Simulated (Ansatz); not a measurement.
Species: C3H8Si (charge 0, singlet). SMILES: C=CC[SiH3]
Geometry: optimised at B3LYP-D3(BJ)/def2-TZVP (Ansatz, a program for electronic structure).

Wanted: atomisation energy, in kcal/mol. Terms: atomisation electronic, to ground-state atoms; open shells spin-unrestricted; spin-orbit terms left out; no dispersion term unless named; non-relativistic; valence correlation only. Basis-set limits of correlation are two-point, X^-3; Hartree-Fock from the larger set. Ab initio and DFT rows: single points at B3LYP-D3(BJ) geometries (Ansatz).

| species | coefficient | E at HF/STO-3G (Ansatz), Eh | E at wB97X-V/def2-TZVPD (Ansatz), Eh |
|---|---|---|---|
| C=CC[SiH3] | -1 | -402.43754 | -408.56723 |
| C atom | +3 | -37.19839 | -37.84665 |
| H atom | +8 | -0.46658 | -0.50049 |
| Si atom | +1 | -285.46622 | -289.31750 |

Coupled cluster (Ansatz) is a level with limits of its own, used here on species with T1 under 0.025 (0.045 for open shells) and stable references: CCSD(T)/CBS(aug-cc-pV(T+d)Z,aug-cc-pV(Q+d)Z). Value to compare with, CCSD(T)/CBS(aug-cc-pV(T+d)Z,aug-cc-pV(Q+d)Z) (Ansatz): 1068.4 kcal/mol. 1 Eh = 627.5095 kcal/mol.

Task: Compute it at each level from the table, and compare with CCSD(T)/CBS(aug-cc-pV(T+d)Z,aug-cc-pV(Q+d)Z) (Ansatz).

Result: 
- HF/STO-3G: the sum of coefficient times E is 1.64351 Eh, or 1031.32 kcal/mol. Result: 1031.3 kcal/mol. Its difference against CCSD(T)/CBS(aug-cc-pV(T+d)Z,aug-cc-pV(Q+d)Z) (Ansatz) is -37.1 kcal/mol.
- wB97X-V/def2-TZVPD: the sum of coefficient times E is 1.70586 Eh, or 1070.44 kcal/mol. Result: 1070.4 kcal/mol. Its difference against CCSD(T)/CBS(aug-cc-pV(T+d)Z,aug-cc-pV(Q+d)Z) (Ansatz) is 2.0 kcal/mol.
